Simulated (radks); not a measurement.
Problem. These are the eigenvalues of the occupied orbitals of an atom or ion with whole-number occupations (eV). All-electron calculation, scalar-relativistic Kohn-Sham, PBE, spin-polarised, spherical densities, point nucleus. Program: a radial shooting solver on a logarithmic mesh with Libxc functionals.

orbital  eigenvalue
1s        -830.8047
2s         -36.4051
2p         -13.3341

Which element is it, and in what charge state? The configuration may be excited. Open shells, if any, are filled with parallel spins first.

Solution. Z = 10, neon, charge 0: Ne in [Ne]. The list shows which subshells hold electrons but not how many an open one holds; the 1s level, -30.532 hartree, gives Z - s = 7.8 by -(Z - s)^2/2, which with screening and relativity narrows Z to a few neighbours, and the depths of the outer levels then fix element, charge and occupations together.
